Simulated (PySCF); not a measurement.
**Two-component Hartree-Fock for Mg¹¹⁺ (magnesium, charge +11)**

Start: 1s1; 1s1/2 filled at m_j = +1/2. Calculated with PySCF 2.14 in an even-tempered Gaussian basis (15 s from 6.8 bohr⁻², ratio 2.4; 8 p from 8.9 bohr⁻², ratio 2.4; 3 d from 26 bohr⁻², ratio 2.6; 3 f from 39 bohr⁻², ratio 2.6): generalised Hartree-Fock with the X2C-1e Hamiltonian and a Gaussian nucleus; one run each with spin-orbit coupling (SO) switched off, then screened by Boettger's factors.

```csv
spinor shell,electrons,"ε, spin-free (eV)","ε, screened SO (eV)",weight of nominal j (screened SO),"rms radius, screened SO (bohr)"
1s1/2,1,-1963.0,-1963.0,1.000,0.144
```

```tsv
quantity	spin-free	screened SO
E (hartree)	-72.13844	-72.13844
M_J	1/2	1/2
⟨J²⟩	0.750	0.750
⟨L²⟩	0.000	0.000
⟨S²⟩	0.750	0.750
```

Without spin-orbit coupling the j labels of p, d and f shells carry no meaning; the spin-free column gives the mean over the occupied spinors of each nl shell.
